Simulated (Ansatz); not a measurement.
Born–Oppenheimer molecular dynamics of CH4BFOSi (9 atoms, charge 0, multiplicity 1). It starts at the highest image of a converged band. Of that band: The profile has 3 maxima (images 1, 4, 7) with wells between them (images 3, 5): this band takes more than one step, which may be the mechanism or a detour left from its start path. Neighbouring images differ by up to 4.2 eV, so the band resolves the path poorly. A vibrational analysis at the climbing image gives one clearly imaginary mode, 1383i cm⁻¹: a first-order saddle point.

Computed with Ansatz 0.2.0, RKS BHLYP-D4/def2-SVP.

```
ensemble                      : NVE (velocity Verlet)
time step                     : 0.5 fs
steps asked                   : 200
starting velocities drawn for : 100 K
seed                          : 9279
```

First frame:

```xyz
9
Properties=species:S:1:pos:R:3
F -1.590 -0.953 0.125
C -0.643 0.028 0.048
Si 1.110 -0.673 0.223
B -1.152 1.411 0.560
O -0.843 0.836 -1.056
H 1.177 -1.427 1.490
H 2.042 0.474 0.247
H 1.394 -1.555 -0.928
H -1.407 1.812 -0.726
```

**Question.** How far do the bonds stretch over the last three quarters of this one trajectory? (Pairs bonded in most of those frames.)

**Answer.** 
```
  bond  mean (Å)  spread (Å)  shortest  longest
 F1–C2     1.335       0.045      1.21     1.40
C2–Si3     1.895       0.041      1.81     1.95
 C2–B4     1.616       0.104      1.42     1.77
 C2–O5     1.673       0.233      1.21     2.05
Si3–H6     1.479       0.023      1.44     1.52
Si3–H7     1.478       0.014      1.46     1.50
Si3–H8     1.479       0.003      1.47     1.49
 B4–O5     1.314       0.052      1.21     1.40
 B4–H9     1.369       0.241      0.95     1.84
```

Mean temperature of the second half: 2142 K. The conserved energy stayed within 2.4 meV per atom of its start (net change -1.5 meV per atom), so there is no drift, though single steps change it by up to 21 meV in the whole system, a sign of fast motions only just resolved. The system heated up, since it started high on the potential surface and ran downhill. A run of 0.1 ps of so small a system gives no equilibrium averages. The orbitals stay closed-shell, which can raise the energy where a bond breaks towards radicals; this wasn't checked here.

The run took 7.4 min on 2 threads of Arm Neoverse V1, with other jobs on the host, peak memory 0.19 GiB.
